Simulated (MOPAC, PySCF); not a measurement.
H2F3NSi, SMILES `F[Si](F)(F)N`, neutral singlet in the gas phase. 

Cartesian coordinates (Å):
```xyz
7

N      1.0298     0.0542     0.2172
Si    -0.6183    -0.0021    -0.0703
F     -1.1952     1.4639    -0.1047
F     -1.0632    -0.6691    -1.4323
F     -1.3205    -0.8400     1.0645
H      1.6242     0.7418    -0.2154
H      1.5432    -0.7488     0.5410
```
Charge 0, multiplicity 1.

All levels are single points at this geometry (r2SCAN-D4/def2-TZVP); Pople sets use spherical d functions. Orbital energies aren't observables, and empty levels follow the basis.

| level | HOMO (eV) | LUMO (eV) | gap (eV) | dipole (D) | vertical IE, Delta-SCF (eV) |
|---|---|---|---|---|---|
| r2SCAN-D4/def2-TZVP in PySCF | -7.42 | 0.35 | 7.77 | 2.83 | – |
| B3LYP/3-21G in PySCF | -7.80 | 1.24 | 9.04 | 3.21 | – |
| B3LYP/6-311+G** in PySCF | -8.55 | -0.72 | 7.83 | 3.02 | – |
| BP86/6-31G* in PySCF | -6.72 | 0.38 | 7.10 | 2.82 | – |
| M06-2X/6-31G* in PySCF | -9.83 | 2.16 | 11.99 | 2.92 | – |
| HF/3-21G in PySCF | -12.49 | 5.44 | 17.94 | 3.47 | – |
| HF/6-31G* in PySCF | -12.35 | 4.70 | 17.06 | 3.07 | 10.11 |
| PM6 in MOPAC | -10.87 | 0.63 | 11.50 | 3.37 | – |
| PM7 in MOPAC | -11.07 | -0.17 | 10.89 | 3.46 | – |
